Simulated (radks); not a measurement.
The numbers below are computed, except where a source is named.
Species: Co4.75+. Configuration: [Ne] 3s2 3d(up 3, down 3) 3p(up 2.25, down 2) (fractional occupations, a model configuration). Code: a radial shooting solver on a logarithmic mesh with Libxc functionals. Model: non-relativistic Kohn-Sham, BLYP, spin-polarised, spherical densities, point nucleus. Some entries of the table are withheld. Estimate them.

| orbital | occ. | eigenvalue (hartree) | <1/r> (bohr^-1) | <r^2> (bohr^2) |
|---|---|---|---|---|
| 1s up | 1 | -279.6189 | 26.52 | 0.004340 |
| 1s down | 1 | -279.6139 | 26.52 | 0.004340 |
| 2s up | 1 | -35.59838 | 5.712 | 0.07881 |
| 2s down | 1 | -35.59460 | 5.712 | 0.07880 |
| 2p up | 3 | -31.35234 | 5.671 | 0.06259 |
| 2p down | 3 | -31.34664 | 5.671 | 0.06259 |
| 3s up | 1 | -6.57407 | 1.858 | 0.6641 |
| 3s down | 1 | -6.55835 | 1.857 | 0.6649 |
| 3p up | 2.25 | (1) | 1.751 | 0.7140 |
| 3p down | 2 | (2) | 1.750 | 0.7152 |
| 3d up | 3 | -3.10456 | 1.507 | 0.8568 |
| 3d down | 3 | -3.09172 | 1.506 | 0.8599 |

Answer. 
(1) 3p up eigenvalue (hartree): -5.27602
(2) 3p down eigenvalue (hartree): -5.26079
